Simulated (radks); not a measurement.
Neutral promethium inside a hard spherical wall (all orbitals vanish at R), configuration held at [Xe] 4f5 6s2 and not refilled when levels cross. Calculated with a radial shooting solver on a logarithmic mesh with Libxc functionals: scalar-relativistic Kohn-Sham, LDA (Slater exchange, Perdew-Wang correlation), spin-polarised, spherical densities, finite nucleus; open shells are filled with parallel spins first (spin-orbit coupling, left out, can overturn this in heavy ions); Fermi nuclear charge, rms radius 4.962 fm. Eigenvalues in eV for spin up, with the zero of energy where the potential of the charges vanishes at infinity; a dash marks a level that is unbound or too diffuse for the functional's potential to be trusted. A positive occupied level is held by the wall or, in an anion where self-interaction has pushed it up, behind a barrier. The pressure on the wall is -dE/dV.

| R (bohr) | E (hartree) | kinetic (hartree) | e(5s) | e(5p) | e(6s) | e(4f) | e(5d, empty) | e(6p, empty) | pressure (GPa) |
|---|---|---|---|---|---|---|---|---|---|
| free | -10013.0692 | 10676.052 | -42.729 | -23.336 | -3.760 | -3.303 | -2.145 | -1.303 | 0 |
| 20 | -10013.0692 | 10676.052 | -42.728 | -23.336 | -3.760 | -3.303 | -2.145 | -1.302 | < 0.0001 |
| 15 | -10013.0692 | 10676.052 | -42.725 | -23.333 | -3.757 | -3.300 | -2.142 | -1.287 | 0.000266 |
| 12 | -10013.0687 | 10676.057 | -42.685 | -23.293 | -3.726 | -3.260 | -2.106 | -1.194 | 0.00798 |
| 10 | -10013.0658 | 10676.081 | -42.526 | -23.136 | -3.596 | -3.103 | -1.965 | -0.910 | 0.0753 |
| 8 | -10013.0475 | 10676.191 | -41.954 | -22.577 | -3.044 | -2.536 | -1.443 | 0.091 | 0.720 |
| 7 | -10013.0155 | 10676.347 | -41.319 | -21.962 | -2.291 | -1.901 | -0.830 | 1.342 | 2.32 |
| 5 | -10012.7157 | 10677.537 | -38.367 | -19.162 | 3.030 | 1.196 | 2.512 | 9.311 | 33.6 |
| 3.5 | -10011.0517 | 10683.848 | -30.469 | -11.367 | 25.146 | 10.450 | 13.432 | 38.023 | 525 |
| 2.5 | -10003.4742 | 10710.039 | -9.037 | 12.835 | 98.484 | 35.118 | 46.758 | 122.18 | 6410 |
| 1.5 | -9931.4362 | 10923.739 | 147.21 | 191.88 | 546.26 | 146.52 | 260.92 | 594.35 | 225000 |
